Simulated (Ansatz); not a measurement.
AlBH$_{4}$O$_{2}$ (`B[O][AlH][OH]`), relaxed with RKS PBE-D4/def2-SVP in the Gaussian-basis code of Ansatz from a rough embedded geometry. The force threshold is 0.03 eV/Å; the program also tests the step.

Total charge 0; spin multiplicity 1.

Start:

```xyz
8

B     1.437    0.242    0.517
O     0.880    0.787   -0.640
Al   -0.907    0.383   -0.482
O    -1.562   -1.098   -1.231
H     1.594    0.888    1.545
H     1.926   -0.877    0.547
H    -1.894    1.447    0.206
H    -1.474   -1.772   -0.464
```

```csv
step,energy (eV),largest force (eV/Å),largest move (Å)
1,-11419.6056,1.755,0.000
2,-11419.7977,1.715,0.152
3,-11419.9803,0.997,0.068
4,-11420.2455,0.493,0.200
5,-11420.3479,2.500,0.195
6,-11420.5427,0.762,0.200
7,-11420.6139,0.215,0.200
8,-11420.6425,0.315,0.200
9,-11420.6698,0.118,0.200
10,-11420.6716,0.497,0.197
11,-11420.7064,0.065,0.200
12,-11420.7170,0.074,0.200
13 (rejected),-11420.7069,0.665,0.107
14,-11420.7187,0.019,0.054
15,-11420.7190,0.065,0.063
16,-11420.7190,0.064,0.001
17,-11420.7193,0.001,0.008
```

End:

```xyz
8

B     1.692    0.227    0.708
O     0.459    0.264    0.177
Al   -1.121    0.358   -0.496
O    -2.026   -1.055   -0.807
H     1.826    0.259    1.926
H     2.666    0.157   -0.032
H    -1.755    1.757   -0.836
H    -1.741   -1.967   -0.641
```

It took 27 s on 2 threads of an Intel Xeon Platinum 8259CL on a shared host, with 0.18 GiB of host memory at the peak.
